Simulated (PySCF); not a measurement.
# Ionisation energy of Eu⁶¹⁺ by level of theory

Eu⁶¹⁺ 1s2 (1S) → Eu⁶²⁺ 1s1 (2S), as a difference of total energies. Computed with PySCF 2.14 in an even-tempered Gaussian basis (17 s from 160 bohr⁻², ratio 2.2; 7 p from 240 bohr⁻², ratio 2.4; 4 d from 710 bohr⁻², ratio 2.4; 3 f from 1100 bohr⁻², ratio 2.4; 3 g from 1600 bohr⁻², ratio 2.4), with scalar relativity by spin-free X2C-1e. Correlated levels: nothing frozen; virtual orbitals above 40 to 60 times the deepest correlated orbital energy dropped. The calculations carry no spin-orbit coupling.

```csv
method,ionisation energy (eV)
UHF,55982.3
LDA,55908.2
PBE,55981.8
PBE0,55982.2
r2SCAN,55988.7
BLYP,55989.2
B97-3,55987.1
MP2 (all electrons),55984.1
SCS-MP2 (all electrons),55984.4
```

For this ion Breit and QED terms and the two-electron picture change, all absent here, outweigh the differences among the correlated methods.

For comparison: 55865.93 ± 0.08 eV (theoretical estimate listed by NIST; NIST Atomic Spectra Database, ionization energies).
